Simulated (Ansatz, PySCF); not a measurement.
C2H9ClOSi2, SMILES C[Si](C)(Cl)O[SiH3].

Geometry optimised at PBE-D3(BJ)/def2-SVP. The values are those of a single conformer.

Vertical ionisation energy (IE) and electron affinity (EA) in eV. Rows of orbital energies are one-electron estimates. Where ΔSCF, EOM or ADC give a negative EA the extra electron is unbound and the value depends on the basis.

```csv
level,IE,EA
"−ε(HOMO), −ε(LUMO), r2SCAN/def2-TZVP (PySCF)",7.31,0.28
"−ε(HOMO), −ε(LUMO), PBE/def2-TZVP (PySCF)",6.98,0.72
"ΔSCF, CAM-B3LYP/def2-SVPD (Ansatz), final states of multiplicity 2 and 2",10.43,-1.32
"ΔSCF, PBE/def2-SVPD (Ansatz), final states of multiplicity 2 and 2",___,___
```

Fill in the missing entries. (Estimate from the structure and the level; the computed values follow.)


- ΔSCF, PBE/def2-SVPD (Ansatz, a first-principles code), final states of multiplicity 2 and 2, IE: 9.52
- ΔSCF, PBE/def2-SVPD (Ansatz), final states of multiplicity 2 and 2, EA: -0.91

What vertical singlet–triplet gap does ΔSCF give with CAM-B3LYP/def2-SVPD (Ansatz) and with PBE/def2-SVPD (Ansatz)? (The exact figures need the calculation; the answer reports its results.)

7.34 and 6.21 eV (triplet above singlet where positive).
